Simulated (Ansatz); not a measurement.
Consider the redistribution: `[F][Mg][O][SiH3]` + `CB([SiH3])[SiH3]` → `[SiH3]B([SiH3])[SiH3]` + `C[O][Mg][F]`.

Gas-phase electronic energies from Ansatz, PBE0-D4/def2-TZVP geometries. CCSD(T)/CBS adds triple-zeta CCSD(T) − MP2 to the extrapolated MP2 energy (def2 sets, frozen cores). Functionals use def2-TZVPP. B3LYP here is the variant with VWN-RPA as its local correlation; programs differ in this. HSE06 is defined as in plane-wave codes. For Mg outer-core shells are correlated without core-valence functions, which leaves a few kJ/mol of doubt a bond. One conformer a species, not always the lowest.

`[F][Mg][O][SiH3]`:

Cartesian coordinates in Å:
```
F 2.114 3.214 0.779
Mg 1.173 1.783 0.432
O 0.213 0.323 0.079
Si -0.657 -0.999 -0.242
H -1.630 -0.749 -1.345
H 0.219 -2.133 -0.657
H -1.431 -1.438 0.955
```

`CB([SiH3])[SiH3]`:

Z-matrix (Å, degrees):
```
C
B 1 1.554
H 1 1.093 2 115.9
H 1 1.092 2 115.8 3 131.4
H 1 1.106 2 102.4 3 -114.2
Si 2 2.018 1 120.5 3 22.7
Si 2 2.018 1 122.0 3 -160.2
H 6 1.495 2 105.8 1 -94.2
H 6 1.489 2 113.7 1 148.2
H 6 1.491 2 113.5 1 23.5
H 7 1.494 2 107.2 1 -101.0
H 7 1.491 2 111.5 1 142.2
H 7 1.491 2 114.6 1 18.7
```

`[SiH3]B([SiH3])[SiH3]`:

Cartesian coordinates in Å:
```
Si -1.233 1.318 0.891
B 0.038 0.035 0.034
Si 1.340 0.611 -1.371
Si -0.068 -1.903 0.517
H -1.694 0.883 2.238
H -0.742 2.720 0.984
H -2.418 1.301 -0.023
H 2.526 -0.283 -1.482
H 0.560 0.490 -2.642
H 1.812 2.017 -1.249
H 0.377 -2.832 -0.558
H 0.903 -2.012 1.650
H -1.401 -2.344 1.012
```

`C[O][Mg][F]`:

Cartesian coordinates in Å:
```
C 1.034 -0.533 0.098
O -0.187 0.095 -0.017
Mg -1.738 0.896 -0.164
F -3.288 1.696 -0.311
H 1.744 0.065 0.686
H 0.943 -1.509 0.594
H 1.493 -0.710 -0.885
```

```json
{"level": "LDA (SPW92)", "ΔE (kJ/mol)": "207.5", "difference from CCSD(T)/CBS": "-22.0"}
{"level": "PBE-D4", "ΔE (kJ/mol)": "204.0", "difference from CCSD(T)/CBS": "-25.5"}
{"level": "revPBE-D4", "ΔE (kJ/mol)": "203.2", "difference from CCSD(T)/CBS": "-26.3"}
{"level": "BLYP-D4", "ΔE (kJ/mol)": "213.6", "difference from CCSD(T)/CBS": "-15.9"}
{"level": "r2SCAN-D4", "ΔE (kJ/mol)": "222.6", "difference from CCSD(T)/CBS": "-6.9"}
{"level": "B97M-V", "ΔE (kJ/mol)": "225.2", "difference from CCSD(T)/CBS": "-4.3"}
{"level": "PBE0-D4", "ΔE (kJ/mol)": "212.7", "difference from CCSD(T)/CBS": "-16.8"}
{"level": "B3LYP-D4", "ΔE (kJ/mol)": "220.3", "difference from CCSD(T)/CBS": "-9.2"}
{"level": "r2SCANh-D4", "ΔE (kJ/mol)": "224.3", "difference from CCSD(T)/CBS": "-5.2"}
{"level": "r2SCAN0-D4", "ΔE (kJ/mol)": "226.6", "difference from CCSD(T)/CBS": "-2.9"}
{"level": "BHLYP-D4", "ΔE (kJ/mol)": "228.7", "difference from CCSD(T)/CBS": "-0.8"}
{"level": "CAM-B3LYP-D4", "ΔE (kJ/mol)": "226.4", "difference from CCSD(T)/CBS": "-3.1"}
{"level": "ωB97X-V", "ΔE (kJ/mol)": "221.1", "difference from CCSD(T)/CBS": "-8.4"}
{"level": "ωB97M-V", "ΔE (kJ/mol)": "228.2", "difference from CCSD(T)/CBS": "-1.3"}
{"level": "B2PLYP", "ΔE (kJ/mol)": "229.7", "difference from CCSD(T)/CBS": "0.2"}
{"level": "PBE-QIDH", "ΔE (kJ/mol)": "227.5", "difference from CCSD(T)/CBS": "-2.0"}
{"level": "PBE", "ΔE (kJ/mol)": "205.4", "difference from CCSD(T)/CBS": "-24.1"}
{"level": "revPBE", "ΔE (kJ/mol)": "204.0", "difference from CCSD(T)/CBS": "-25.5"}
{"level": "BLYP", "ΔE (kJ/mol)": "216.0", "difference from CCSD(T)/CBS": "-13.5"}
{"level": "r2SCAN", "ΔE (kJ/mol)": "223.0", "difference from CCSD(T)/CBS": "-6.5"}
{"level": "PBE0", "ΔE (kJ/mol)": "214.1", "difference from CCSD(T)/CBS": "-15.4"}
{"level": "B3LYP", "ΔE (kJ/mol)": "222.7", "difference from CCSD(T)/CBS": "-6.8"}
{"level": "r2SCANh", "ΔE (kJ/mol)": "224.8", "difference from CCSD(T)/CBS": "-4.7"}
{"level": "r2SCAN0", "ΔE (kJ/mol)": "227.2", "difference from CCSD(T)/CBS": "-2.3"}
{"level": "HSE06", "ΔE (kJ/mol)": "213.9", "difference from CCSD(T)/CBS": "-15.6"}
{"level": "BHLYP", "ΔE (kJ/mol)": "232.0", "difference from CCSD(T)/CBS": "2.5"}
{"level": "LC-ωPBE", "ΔE (kJ/mol)": "220.9", "difference from CCSD(T)/CBS": "-8.6"}
{"level": "RPA@PBE/def2-TZVPP", "ΔE (kJ/mol)": "220.5", "difference from CCSD(T)/CBS": "-9.0"}
{"level": "HF/def2-SVP", "ΔE (kJ/mol)": "216.5", "difference from CCSD(T)/CBS": "-13.0"}
{"level": "MP2/def2-SVP", "ΔE (kJ/mol)": "219.6", "difference from CCSD(T)/CBS": "-9.9"}
{"level": "CCSD(T)/def2-SVP", "ΔE (kJ/mol)": "205.0", "difference from CCSD(T)/CBS": "-24.5"}
{"level": "HF/def2-TZVPP", "ΔE (kJ/mol)": "237.4", "difference from CCSD(T)/CBS": "7.9"}
{"level": "SCS-MP2/def2-TZVPP", "ΔE (kJ/mol)": "236.4", "difference from CCSD(T)/CBS": "6.9"}
{"level": "CCSD/def2-TZVPP", "ΔE (kJ/mol)": "228.5", "difference from CCSD(T)/CBS": "-1.0"}
{"level": "HF/def2-QZVPP", "ΔE (kJ/mol)": "239.4", "difference from CCSD(T)/CBS": "9.9"}
{"level": "MP2/def2-QZVPP", "ΔE (kJ/mol)": "241.9", "difference from CCSD(T)/CBS": "12.4"}
{"level": "SCS-MP2/def2-QZVPP", "ΔE (kJ/mol)": "238.7", "difference from CCSD(T)/CBS": "9.2"}
{"level": "HF/CBS(def2)", "ΔE (kJ/mol)": "239.6", "difference from CCSD(T)/CBS": "10.1"}
{"level": "MP2/CBS(def2)", "ΔE (kJ/mol)": "242.3", "difference from CCSD(T)/CBS": "12.8"}
{"level": "CCSD/CBS(def2)", "ΔE (kJ/mol)": "231.2", "difference from CCSD(T)/CBS": "1.7"}
{"level": "CCSD(T)/CBS", "ΔE (kJ/mol)": "229.5", "difference from CCSD(T)/CBS": "0"}
```

Largest T1 diagnostic among the species: 0.015.

From r2SCAN to r2SCAN0 (25 % exact exchange), in def2-TZVPP and without D4, ΔE moves by +4.2 kJ/mol. Leaving LDA and LC-ωPBE aside and taking each functional with its dispersion term where it has one, the values spread over 26.6 kJ/mol, from revPBE-D4 to B2PLYP. At CCSD(T), def2-SVP lies −24.5 kJ/mol from the extrapolated value and def2-TZVPP −2.8 kJ/mol.
